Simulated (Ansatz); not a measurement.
The same path of Cl2GaH4NO (9 atoms, charge 0, multiplicity 1) was run twice with different band settings. Lost on the way: O7–H9. Made: N2–H9.

The calculation used RHF/def2-SVP in Ansatz.

Relaxed end points:

```xyz
9
Properties=species:S:1:pos:R:3
Ga -0.054 0.108 0.372
N 0.035 -0.252 2.171
H -0.642 -0.880 2.563
H 0.931 -0.441 2.579
Cl 1.766 0.279 -0.792
Cl -1.848 -0.504 -0.710
O -0.615 2.122 0.617
H -1.342 2.466 0.113
H -0.766 2.285 1.542
```

```xyz
9
Properties=species:S:1:pos:R:3
Ga -0.296 0.540 0.104
N -0.091 0.126 2.128
H -0.718 -0.604 2.431
H 0.851 -0.141 2.370
Cl 1.722 0.213 -0.657
Cl -1.777 -0.926 -0.542
O -0.837 2.221 0.362
H -1.068 2.777 -0.364
H -0.323 0.975 2.622
```

Common settings: movable images 7; climbing image yes; optimiser quadratic models (default); start path through a guess of the saddle point; force threshold 0.05 eV/Å; iteration limit 60; end points relaxed.

| run | spring |
| --- | --- |
| 1 | 5.0 eV/Å² |
| 2 | 0.5 eV/Å² |

What does each run give, and how far can it be trusted?

Run 1: converged after 11 iterations, highest image 0.600 eV above the first end. A vibrational analysis at the climbing image gives one clearly imaginary mode, 1640i cm⁻¹: a first-order saddle point.
Run 2: converged after 13 iterations, highest image 0.600 eV above the first end. Another band between the same ends (7 images) ends at a top of the same energy, where a vibrational analysis finds 1 clearly imaginary mode.
The orbitals stay closed-shell, which can raise the energy where a bond breaks towards radicals; this wasn't checked here.
